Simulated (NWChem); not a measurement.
System: BPH4; SMILES BP

Output (shortened):

```
             Northwest Computational Chemistry Package (NWChem) 7.3.0
             --------------------------------------------------------

                             Geometry "geometry" -> ""
                             -------------------------

 Output coordinates in angstroms (scale by  1.889725989 to convert to a.u.)

  No.       Tag          Charge          X              Y              Z
 ---- ---------------- ---------- -------------- -------------- --------------
    1 B                    5.0000     0.00288600     1.30623000     0.00000000
    2 H                    1.0000    -0.06843200     1.89826000    -1.04894100
    3 H                    1.0000    -0.06843200     1.89826000     1.04894100
    4 P                   15.0000    -0.05489400    -0.54870700     0.00000000
    5 H                    1.0000     0.74100000    -0.97052800    -1.09422500
    6 H                    1.0000     0.74100000    -0.97052800     1.09422500

 Effective nuclear repulsion energy (a.u.)      46.0835987318

                              NWChem Property Module
                              ----------------------

  itol2e modified to match energy
  convergence criterion.

                                 NWChem DFT Module
                                 -----------------

 Summary of "ao basis" -> "ao basis" (spherical)
 ------------------------------------------------------------------------------
       Tag                 Description            Shells   Functions and Types
 ---------------- ------------------------------  ------  ---------------------
 B                         def2-tzvp                11       31   5s3p2d1f
 H                         def2-tzvp                 4        6   3s1p
 P                         def2-tzvp                13       37   5s5p2d1f

  itol2e modified to match energy
  convergence criterion.

            General Information
            -------------------
          SCF calculation type: DFT
          Wavefunction type:  closed shell.
          No. of atoms     :     6
          No. of electrons :    24
           Alpha electrons :    12
            Beta electrons :    12
          Charge           :     0
          Spin multiplicity:     1
          Use of symmetry is: off; symmetry adaption is: off
          Maximum number of iterations: 150
          AO basis - number of functions:    92
                     number of shells:    40
          Convergence on energy requested:  1.00D-07
          Convergence on density requested:  1.00D-05
          Convergence on gradient requested:  5.00D-04

              XC Information
              --------------
                         PBE0 Method XC Functional
                     Hartree-Fock (Exact) Exchange  0.250
          PerdewBurkeErnzerhof Exchange Functional  0.750
            Perdew 1991 LDA Correlation Functional  1.000 local
           PerdewBurkeErnz. Correlation Functional  1.000 non-local

             Grid Information
             ----------------
          Grid used for XC integration:  fine
          Radial quadrature: Mura-Knowles
          Angular quadrature: Lebedev.
          Tag              B.-S. Rad. Rad. Pts. Rad. Cut. Ang. Pts.
          ---              ---------- --------- --------- ---------
          B                   0.85       70          10.0       590
          H                   0.35       60          11.0       590
          P                   1.00      123          10.0       770
          Grid pruning is: on
          Number of quadrature shells:   433
          Spatial weights used:  Erf1

      Superposition of Atomic Density Guess
      -------------------------------------

 Sum of atomic energies:        -367.18506396

      Non-variational initial energy
      ------------------------------

 Total energy =    -367.856200
 1-e energy   =    -596.864199
 2-e energy   =     182.924400
 HOMO         =      -0.288833
 LUMO         =      -0.040398

   convergence    iter        energy       DeltaE   RMS-Dens  Diis-err
 ---------------- ----- ----------------- --------- --------- ---------
 d= 0,ls=0.0,diis     1   -368.3994626063 -4.14D+02  3.44D-03  3.22D-01
 d= 0,ls=0.0,diis     2   -368.4196129846 -2.02D-02  1.35D-03  1.17D-02
 d= 0,ls=0.0,diis     3   -368.4205163106 -9.03D-04  6.41D-04  6.36D-03
 d= 0,ls=0.0,diis     4   -368.4215677271 -1.05D-03  1.68D-04  4.34D-04
 d= 0,ls=0.0,diis     5   -368.4216502331 -8.25D-05  2.95D-05  1.51D-05
  Resetting Diis
 d= 0,ls=0.0,diis     6   -368.4216521377 -1.90D-06  4.99D-06  4.01D-07
 d= 0,ls=0.0,diis     7   -368.4216521809 -4.32D-08  1.66D-06  1.29D-08

         Total DFT energy =     -368.421652180868
      One electron energy =     -598.823681368109
           Coulomb energy =      212.894877835388
    Exchange-Corr. energy =      -28.576447379977
 Nuclear repulsion energy =       46.083598731830

 Numeric. integr. density =       24.000000050684

                       DFT Final Molecular Orbital Analysis
                       ------------------------------------

 Vector   10  Occ=2.000000D+00  E=-3.608956D-01
              MO Center=  3.6D-02,  4.3D-01, -3.3D-09, r^2= 2.6D+00
   Bfn.  Coefficient  Atom+Function         Bfn.  Coefficient  Atom+Function
  ----- ------------  ---------------      ----- ------------  ---------------
    59     -0.272009  4 P  py                 7      0.258214  1 B  py
    58      0.181519  4 P  px                10      0.164423  1 B  py
    47     -0.154527  4 P  s                 48     -0.139033  4 P  s
    56     -0.123281  4 P  py                82      0.118059  5 H  s
    88      0.118059  6 H  s                 33      0.113538  2 H  s

 Vector   11  Occ=2.000000D+00  E=-3.554728D-01
              MO Center=  6.4D-02,  1.2D+00,  2.9D-09, r^2= 2.7D+00
   Bfn.  Coefficient  Atom+Function         Bfn.  Coefficient  Atom+Function
  ----- ------------  ---------------      ----- ------------  ---------------
     8      0.283240  1 B  pz                33     -0.203926  2 H  s
    39      0.203926  3 H  s                 11      0.198753  1 B  pz
    32     -0.132733  2 H  s                 38      0.132733  3 H  s
    60     -0.126483  4 P  pz                34     -0.116260  2 H  s
    40      0.116260  3 H  s                 82      0.111013  5 H  s

 Vector   12  Occ=2.000000D+00  E=-2.762608D-01
              MO Center= -1.9D-01, -3.4D-01,  1.2D-10, r^2= 2.2D+00
   Bfn.  Coefficient  Atom+Function         Bfn.  Coefficient  Atom+Function
  ----- ------------  ---------------      ----- ------------  ---------------
    58      0.357307  4 P  px                61      0.251557  4 P  px
    59      0.250190  4 P  py                47     -0.191209  4 P  s
    62      0.181443  4 P  py                48     -0.175607  4 P  s
    55      0.149767  4 P  px                49     -0.134663  4 P  px
     7     -0.130655  1 B  py                46      0.117408  4 P  s

 Vector   13  Occ=0.000000D+00  E=-6.636951D-02
              MO Center=  1.6D-02,  8.5D-01, -4.0D-10, r^2= 3.2D+00
   Bfn.  Coefficient  Atom+Function         Bfn.  Coefficient  Atom+Function
  ----- ------------  ---------------      ----- ------------  ---------------
    12      0.422673  1 B  px                 9      0.364338  1 B  px
     6      0.340349  1 B  px                48      0.274054  4 P  s
    62     -0.197531  4 P  py                83     -0.195335  5 H  s
    89     -0.195335  6 H  s                 61     -0.174571  4 P  px
     5      0.135742  1 B  s                 47      0.117845  4 P  s

 Vector   14  Occ=0.000000D+00  E= 3.087833D-02
              MO Center=  3.2D-02, -4.0D-01, -1.8D-08, r^2= 3.9D+00
   Bfn.  Coefficient  Atom+Function         Bfn.  Coefficient  Atom+Function
  ----- ------------  ---------------      ----- ------------  ---------------
    63      1.190257  4 P  pz                83      1.039636  5 H  s
    89     -1.039636  6 H  s                 60      0.281387  4 P  pz
    34      0.256361  2 H  s                 40     -0.256361  3 H  s
    57      0.147530  4 P  pz                82      0.142857  5 H  s
    88     -0.142857  6 H  s                 51     -0.110906  4 P  pz

 Vector   15  Occ=0.000000D+00  E= 3.474769D-02
              MO Center=  4.4D-01, -3.5D-01,  1.7D-08, r^2= 5.7D+00
   Bfn.  Coefficient  Atom+Function         Bfn.  Coefficient  Atom+Function
  ----- ------------  ---------------      ----- ------------  ---------------
    48      2.162119  4 P  s                  5     -1.305042  1 B  s
    83     -0.842997  5 H  s                 89     -0.842997  6 H  s
    61      0.712004  4 P  px                13      0.483588  1 B  py
    10      0.402172  1 B  py                 4      0.280063  1 B  s
    12     -0.248329  1 B  px                58      0.187792  4 P  px

     Multipole analysis of the density
     ---------------------------------

     L   x y z        total         alpha         beta         nuclear
     -   - - -        -----         -----         ----         -------
     0   0 0 0     -0.000000    -12.000000    -12.000000     24.000000

     1   1 0 0      0.279386     -0.366901     -0.366901      1.013188
     1   0 1 0     -0.168684     -0.231749     -0.231749      0.294814
     1   0 0 1      0.000000      0.000000      0.000000      0.000000

[...]

          -----------------------
          Electric field gradient
          -----------------------

 1 a.u. = 0.324123 10**(16) esu/cm**3  ( or statvolts/cm**2 ) = 0.97174 10**(22) v/m**2

 ------------------------------------------------------------
   Atom      X         Y         Z
 ------------------------------------------------------------
    1 B    0.00545   2.46842   0.00000
 ------------------------------------------------------------

 Electric field gradient in molecular frame (a.u.)
         XX             YY             ZZ             XY             XZ             YZ
 ------------------------------------------------------------------------------------------
       -0.527650       0.217422       0.310228      -0.092040      -0.000000      -0.000000

 Principal components (a.u.) and orientation
 of principal axis w.r.t. absolute frame                      Asymmetry parameter eta
 --------------------------------------------------------------------------------------
       -0.538851       0.310228       0.228624                       0.151440

        0.992676      -0.000000      -0.120811
        0.120811      -0.000000       0.992676
        0.000000       1.000000       0.000000

 ------------------------------------------------------------
   Atom      X         Y         Z
 ------------------------------------------------------------
    2 H   -0.12932   3.58719  -1.98221
 ------------------------------------------------------------

 Electric field gradient in molecular frame (a.u.)
         XX             YY             ZZ             XY             XZ             YZ
 ------------------------------------------------------------------------------------------
        0.084282       0.036515      -0.120797       0.004692      -0.014901       0.128368

 Principal components (a.u.) and orientation
 of principal axis w.r.t. absolute frame                      Asymmetry parameter eta
 --------------------------------------------------------------------------------------
       -0.193533       0.108836       0.084697                       0.124727

        0.054972      -0.132859       0.989609
       -0.487396       0.861438       0.142726
        0.871449       0.490177       0.017400

 ------------------------------------------------------------
   Atom      X         Y         Z
 ------------------------------------------------------------
    3 H   -0.12932   3.58719   1.98221
 ------------------------------------------------------------

 Electric field gradient in molecular frame (a.u.)
         XX             YY             ZZ             XY             XZ             YZ
 ------------------------------------------------------------------------------------------
        0.084282       0.036515      -0.120797       0.004692       0.014901      -0.128368

 Principal components (a.u.) and orientation
 of principal axis w.r.t. absolute frame                      Asymmetry parameter eta
 --------------------------------------------------------------------------------------
       -0.193533       0.108836       0.084697                       0.124727

       -0.054972      -0.132859       0.989609
        0.487396       0.861438       0.142726
        0.871449      -0.490177      -0.017400

 ------------------------------------------------------------
   Atom      X         Y         Z
 ------------------------------------------------------------
    4 P   -0.10373  -1.03691   0.00000
 ------------------------------------------------------------

 Electric field gradient in molecular frame (a.u.)
         XX             YY             ZZ             XY             XZ             YZ
 ------------------------------------------------------------------------------------------
        0.525805       0.346029      -0.871834       0.563401       0.000000      -0.000000

 Principal components (a.u.) and orientation
 of principal axis w.r.t. absolute frame                      Asymmetry parameter eta
 --------------------------------------------------------------------------------------
        1.006444      -0.871834      -0.134610                       0.732504

        0.760774      -0.000000      -0.649017
        0.649017       0.000000       0.760774
        0.000000       1.000000      -0.000000

 ------------------------------------------------------------
   Atom      X         Y         Z
 ------------------------------------------------------------
    5 H    1.40029  -1.83403  -2.06779
 ------------------------------------------------------------

 Electric field gradient in molecular frame (a.u.)
         XX             YY             ZZ             XY             XZ             YZ
 ------------------------------------------------------------------------------------------
        0.011994       0.068617      -0.080611       0.056614       0.118930      -0.061144

 Principal components (a.u.) and orientation
 of principal axis w.r.t. absolute frame                      Asymmetry parameter eta
 --------------------------------------------------------------------------------------
       -0.188422       0.105877       0.082544                       0.123833

       -0.548288       0.683713       0.481578
        0.305912       0.699912      -0.645400
        0.778330       0.206545       0.592909

 ------------------------------------------------------------
   Atom      X         Y         Z
 ------------------------------------------------------------
    6 H    1.40029  -1.83403   2.06779
 ------------------------------------------------------------

 Electric field gradient in molecular frame (a.u.)
         XX             YY             ZZ             XY             XZ             YZ
 ------------------------------------------------------------------------------------------
        0.011994       0.068617      -0.080611       0.056614      -0.118930       0.061144

 Principal components (a.u.) and orientation
 of principal axis w.r.t. absolute frame                      Asymmetry parameter eta
 --------------------------------------------------------------------------------------
       -0.188422       0.105877       0.082544                       0.123833

        0.548288       0.683713       0.481578
       -0.305912       0.699912      -0.645400
        0.778330      -0.206545      -0.592909
```

Level: PBE0/def2-TZVP. Coordinates come from a PBE0/def2-SVP optimisation. NWChem prints the field gradient with the sign opposite to the second derivative of the potential.

Task: Write an input that gives this output.

Result: This is not unique; one that fits is the input that was run:
```
start job
memory heap 200 mb stack 900 mb global 1100 mb
geometry units angstroms noautosym nocenter noautoz
  B      0.002886     1.306230     0.000000
  H     -0.068432     1.898260    -1.048941
  H     -0.068432     1.898260     1.048941
  P     -0.054894    -0.548707     0.000000
  H      0.741000    -0.970528    -1.094225
  H      0.741000    -0.970528     1.094225
end
basis spherical
  * library def2-tzvp
end
dft
  xc pbe0
  iterations 150
end
property
  efieldgrad
end
task dft property
```
